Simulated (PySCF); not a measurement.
Harmonic spectrum computed at B3LYP in the def2-SVP basis family (core potentials from Rb on, PySCF, no spin–orbit coupling):

```json
{"ω (cm⁻¹)": "49", "IR (km/mol, summed over degenerate members)": "0.0", "degeneracy": "1"}
{"ω (cm⁻¹)": "112", "IR (km/mol, summed over degenerate members)": "1.7", "degeneracy": "2"}
{"ω (cm⁻¹)": "113", "IR (km/mol, summed over degenerate members)": "5.7", "degeneracy": "1"}
{"ω (cm⁻¹)": "131", "IR (km/mol, summed over degenerate members)": "0.0", "degeneracy": "1"}
{"ω (cm⁻¹)": "260", "IR (km/mol, summed over degenerate members)": "0.0", "degeneracy": "1"}
{"ω (cm⁻¹)": "284", "IR (km/mol, summed over degenerate members)": "0.4", "degeneracy": "1"}
{"ω (cm⁻¹)": "295", "IR (km/mol, summed over degenerate members)": "164", "degeneracy": "2"}
```

Which molecule gave it? In each, all ligands are bound to the one heavy central atom.
A. HfCl₄ (singlet)
B. ZrCl₄ (singlet)
C. ICl₄ (doublet)
D. SiCl₄ (singlet)

C. It has C4v symmetry with I–Cl 2.490 Å (×4).
